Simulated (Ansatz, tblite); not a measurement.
Species of one formula, B₉H₈F²⁻ (singlet), each relaxed with r2SCAN-D4/def2-SVPD in Ansatz.

The xTB rows come from tblite. Correlated methods freeze 10 core orbitals. A multiply charged anion in the gas phase is held together partly by the finite basis.

A: At HF/STO-3G, MP2/def2-SVPD, PBE-D4/def2-TZVPD, r2SCAN-D4/def2-TZVPD and others the highest occupied level of the charge -2 singlet lies above zero (up to 4.17 eV). In Hartree–Fock with STO-3G the lack of diffuse functions raises the level. The electron is either unbound and held by the finite basis, or the level is raised by self-interaction error. B: At HF/STO-3G, MP2/def2-SVPD, PBE-D4/def2-TZVPD, r2SCAN-D4/def2-TZVPD and others the highest occupied level of the charge -2 singlet lies above zero (up to 4.01 eV). In Hartree–Fock with STO-3G the lack of diffuse functions raises the level. The electron is either unbound and held by the finite basis, or the level is raised by self-interaction error.

Other spin states weren't relaxed.

A: [closo-1-(F)B9H8]2- (B9H8F²⁻)

B: [closo-2-(F)B9H8]2- (B9H8F²⁻)

Task: Estimate their order by electronic energy at PBE0-D4/def2-TZVPD, counted from the lowest.

Result: B (0.0) < A (1.8), in kcal/mol.

Task: Do the other levels pick the same lowest one?

Result: All that were run do. Energies above each level's lowest (kcal/mol):

```
                level    A    B
             GFN1-xTB  4.0  0.0
             GFN2-xTB  1.1  0.0
            HF/STO-3G  1.0  0.0
         HF/def2-SVPD  1.7  0.0
    PBE-D4/def2-TZVPD  1.7  0.0
 r2SCAN-D4/def2-TZVPD  1.9  0.0
    B97M-V/def2-TZVPD  1.7  0.0
r2SCANh-D4/def2-TZVPD  1.9  0.0
   PBE0-D4/def2-TZVPD  1.8  0.0
  BHLYP-D4/def2-TZVPD  1.8  0.0
    RPA@PBE/def2-SVPD  1.9  0.0
        MP2/def2-SVPD  1.9  0.0
```
Point groups (tolerance 0.1 Å): A C2v, B Cs.
